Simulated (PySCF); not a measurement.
## Polarisability and C₆ of Li (lithium, neutral)

[He] 2s1, 2S determinant. Calculation: PySCF 2.14, in x2c-TZVPPall with one added diffuse shell each of s, p type (6s4p1d, 23 functions); the spin-free X2C one-electron Hamiltonian (Gaussian nucleus). Coupled (time-dependent) response in atomic units; α is the mean over directions.

| method | mean α (bohr³) | C₆ (like pair) | S(−4) |
| --- | --- | --- | --- |
| UHF | 155.9 | 1304 | 30970 |
| PBE | 135.0 | 1052 | 23180 |
| PBE0 | 138.7 | 1094 | 24500 |
| PBEsol | 135.8 | 1057 | 23700 |
| BLYP | 130.7 | 993.3 | 22160 |

S(−4) is the Cauchy moment in α(ω) = α(0) + S(−4) ω² + …

Reference α: 164.1 bohr³ (recommended; Schwerdtfeger and Nagle, table of static dipole polarizabilities (2023 update)). Published C₆: 1392 (Chu and Dalgarno (2004); Tang, Norbeck and Certain (1976)).

α(iu) at PBE:

```
u (hartree)  α(iu) (bohr³)
          0          135.0
     0.0500          94.53
      0.100          50.09
      0.200          17.88
      0.300          8.947
      0.500          3.685
      0.750          1.838
       1.00          1.134
       1.50         0.5864
       2.00         0.3722
       3.00         0.1968
       5.00        0.08660
```

A single London oscillator, α(iu) = α/(1 + u²/ω²), gives C₆ = (3/4) ω α². Matching the computed C₆ needs ω = 4 × 1052 / (3 × 135.0²) = 0.0770 hartree.
